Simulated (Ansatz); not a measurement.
Input (CCSDT(Q)/aug-cc-pVDZ; Ansatz, an electronic-structure program):

Ansatz 0.2 input:
```yaml
crystal:
  periodic: [false, false, false]
  atoms:
    - {symbol: Ge, position_ang: [-0.01667653, -0.02374786, -0.02936325]}
    - {symbol: H, position_ang: [0.55173632, -0.94519677, 1.07018852]}
    - {symbol: H, position_ang: [-1.12441123, 0.88709926, 0.54024778]}
    - {symbol: H, position_ang: [1.10632396, 0.81802910, -0.67081224]}
basis:
  gaussian:
    orbitals: aug-cc-pVDZ
magnetization: {spin_polarized: true, initial_magnetization: 1}
correlation: {method: ccsdt_q, electrons: outside_noble_gas}
```

Output:

```
Functional definition: HF
integrals: 0.08 GiB planned
1105 factors; integrals over basis functions are off by at most 1.1e-7 eV
mean field: 0.21 GiB planned
mean field evaluation 1: about -56518.4013 eV, gradient 6.5e0 eV
mean field evaluation 2: about -56518.4018 eV, gradient 6.5e0 eV
mean field evaluation 4: about -56519.0047 eV, gradient 5.4e-1 eV
mean field evaluation 8: about -56519.0114 eV, gradient 1.3e-3 eV
mean field evaluation 16: about -56519.0114 eV, gradient 1.6e-6 eV
mean field -56519.01144713 eV, -2077.0353607202 hartree, gradient 1.6e-6 eV, S^2 0.754569; 0 other end points of the search recorded, 0 dependent functions left out
14 core orbitals not correlated
reference -56519.01144713 eV, -2077.0353607202 hartree; 4, 3 occupied and 45, 46 virtual orbitals, 1105 factors
second order -2.59081447 eV of doubles, -0.00000000 eV of singles
coupled cluster: 0.49 GiB planned
cycle   1  -3.10916812 eV  change   -5.2e-1 eV  update   5.8e-2
cycle   2  -3.37693284 eV  change   -2.7e-1 eV  update   2.5e-2
cycle   3  -3.39198693 eV  change   -1.5e-2 eV  update   7.2e-3
cycle   4  -3.39590511 eV  change   -3.9e-3 eV  update   3.3e-3
cycle   5  -3.39517706 eV  change    7.3e-4 eV  update   1.0e-3
cycle   6  -3.39460568 eV  change    5.7e-4 eV  update   4.6e-4
cycle   7  -3.39484951 eV  change   -2.4e-4 eV  update   1.9e-4
cycle   8  -3.39496146 eV  change   -1.1e-4 eV  update   7.2e-5
cycle   9  -3.39492965 eV  change    3.2e-5 eV  update   2.9e-5
cycle  10  -3.39491737 eV  change    1.2e-5 eV  update   1.1e-5
cycle  11  -3.39492068 eV  change   -3.3e-6 eV  update   4.3e-6
cycle  12  -3.39492206 eV  change   -1.4e-6 eV  update   1.6e-6
cycle  13  -3.39492321 eV  change   -1.2e-6 eV  update   5.7e-7
cycle  14  -3.39492275 eV  change    4.6e-7 eV  update   2.3e-7
perturbative correction -0.00152406 eV, -0.0000560082 hartree
Total energy: -56522.40789395 eV, -2077.1601778385 hartree
```
